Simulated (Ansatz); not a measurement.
```xyz
10

O    -0.271   -1.167    0.907
C     0.401   -0.356    0.131
O     1.237   -0.863   -0.737
S    -1.222    1.058   -1.118
B     0.205    1.220    0.225
F    -0.216    1.663    1.453
H    -0.196   -2.101    0.663
H     1.086   -1.799   -0.933
H    -2.139    0.544   -0.280
H     1.115    1.801   -0.311
```

Charge 0, multiplicity 1. The bonds changed during the relaxation, so this is another structure than the one it started from.

Task: List the B3LYP/def2-TZVPP orbital energies in eV (the Gaussian-basis code of Ansatz). (Best estimate.)

Result: The calculation gave: Occupied: -2417.35, -670.15, -523.56, -523.50, -281.70, -215.36, -183.98, -159.91, -159.82, -159.73, -32.51, -31.28, -30.29, -20.69, -19.23, -18.21, -15.38, -14.23, -13.76, -12.22, -11.93, -11.67, -11.17, -11.13, -10.09, -8.60, -7.69, -6.64. Lowest empty: -1.78, -1.24, 0.53, 1.01, 1.90, 2.53, 3.08, 3.28.

B3LYP here is the variant with VWN-RPA as its local correlation; programs differ in this.
